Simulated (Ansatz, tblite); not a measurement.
Spin states of the cluster K₂H₃, each relaxed with PBE0-D4/def2-TZVP in Ansatz. Electronic energies in the gas phase.

The xTB rows come from tblite. Correlated methods freeze 10 core orbitals; core or outer-core shells of K are correlated, in sets that lack core-valence functions. In the doublet, H4 and H5 lie 0.76 Å apart (atoms count from 1), so H2 has formed as a molecule. In the quartet geometry the species has come apart into loosely held pieces. In the quartet, H4 and H5 lie 0.75 Å apart (atoms count from 1), so H2 has formed as a molecule. The structure comes from a short search, and lower isomers may exist.

Doublet geometry (Cs within 0.1 Å):

```xyz
5

K     3.025   -0.646   -0.755
K    -0.787   -1.348   -0.980
H     0.864    0.162    0.032
H    -1.176    0.898    0.801
H    -1.925    0.934    0.902
```

Quartet geometry:

```xyz
5

K    -0.118   -0.290   -4.258
K     2.034   -1.559    0.340
H    -0.891    0.508   -0.620
H    -0.804    0.883    2.173
H    -0.221    0.458    2.364
```

⟨S²⟩: doublet 0.75 at PBE0-D4/def2-TZVP (pure 0.75), quartet 3.75 at PBE0-D4/def2-TZVP (pure 3.75).

Only these spin states were relaxed. The quartet has fallen apart into loose fragments. The quartet has other bonds than the doublet, so the gap mixes isomer and spin.

| level | quartet − doublet (kcal/mol) | lowest of these |
| --- | --- | --- |
| HF/def2-TZVP | 37.7 | doublet |
| B97M-V/def2-TZVP | 64.4 | doublet |
| BHLYP-D4/def2-TZVP | 43.5 | doublet |
| RPA@PBE/def2-TZVP | 50.4 | doublet |

Estimate the rows for GFN2-xTB, HF/def2-TZVPP, revPBE-D4/def2-TZVP, PBE0-D4/def2-TZVP.


| level | quartet − doublet (kcal/mol) | lowest of these |
| --- | --- | --- |
| GFN2-xTB | 103.2 | doublet |
| HF/def2-TZVPP | 38.1 | doublet |
| revPBE-D4/def2-TZVP | 42.0 | doublet |
| PBE0-D4/def2-TZVP | 48.5 | doublet |

The xTB methods have no term that favours high spin, so they put low spin too low.
